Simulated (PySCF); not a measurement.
Correlation energy of Al⁺ (aluminium, charge +1)

[Ne] 3s1 3p1, high-spin 3P determinant (an excited configuration). Computed with PySCF 2.14 in aug-cc-pCVTZ-DK (8s7p5d3f, 75 functions), with the spin-free X2C one-electron Hamiltonian (Gaussian nucleus). Frozen: [Ne]; 2 electrons correlated.

With two correlated electrons CCSD is exact within the correlated space (frozen core and kept virtual orbitals).

| level | correlation energy (mhartree) |
| --- | --- |
| CCSD | -4.52 |

Diagnostics: T1 = 0.0040, D1 = 0.0073, largest double amplitude 0.036.

Problem. Is a single reference adequate?

Solution. Yes: T1 lies below 0.03 and no double amplitude reaches 0.07.
